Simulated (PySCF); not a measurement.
# ²⁹Si chemical shifts

Theory: shielding tensors at PBE0/pcSseg-1 (GIAO), geometry: GFN2-xTB, in PySCF 2.14 (one averaged value for each set of equivalent atoms, relativity neglected, no solvent, single conformer).

Shieldings were converted by a linear fit to measured shifts: ²⁹Si (scatter 8.9 ppm rms, 25.8 ppm with the 6 outliers that the fit left out vs TMS, solution or neat liquid). Occasional misses reach two or three times the rms, and more in compound classes unlike the fitted ones.

**Question.** Give the ²⁹Si shifts of `C=CO[SiH2]CC(=O)O[SiH3]`, `FC(F)=C(F)[C@@H]1CC[SiH2]1`, `COC(=O)[SiH2]C/C=C\Cl`, `C=Cc1cpc(C=O)c([SiH3])c1`.

**Answer.** 
| compound | environment | δ (ppm) |
| --- | --- | --- |
| [CH2:1]=[CH:2][O:3][SiH2:4][CH2:5][C:6](=[O:7])[O:8][SiH3:9] | Si4: silicon bonded to C, O, 2 H | -23.3 |
| [CH2:1]=[CH:2][O:3][SiH2:4][CH2:5][C:6](=[O:7])[O:8][SiH3:9] | Si9: silicon bonded to O, 3 H | -41.5 |
| FC(F)=C(F)[C@@H]1CC[SiH2]1 | silicon bonded to 2 C, 2 H, in a 4-membered ring | -30.2 |
| COC(=O)[SiH2]C/C=C\Cl | silicon bonded to 2 C, 2 H | -55.1 |
| C=Cc1cpc(C=O)c([SiH3])c1 | silicon bonded to C, 3 H | -64.3 |

**Question.** Order these by ²⁹Si shift, lowest first.
A. C=C(C[SiH3])C(F)=C(F)F
B. FC(F)C1=CC[Si@H](F)C1
C. COCOC1=C([SiH2]Cl)C1

**Answer.** A (-58.7 ppm, silicon bonded to C, 3 H), C (-34.8 ppm, silicon bonded to C, Cl, 2 H), B (25.5 ppm, silicon bonded to 2 C, F, H, in a 5-membered ring).
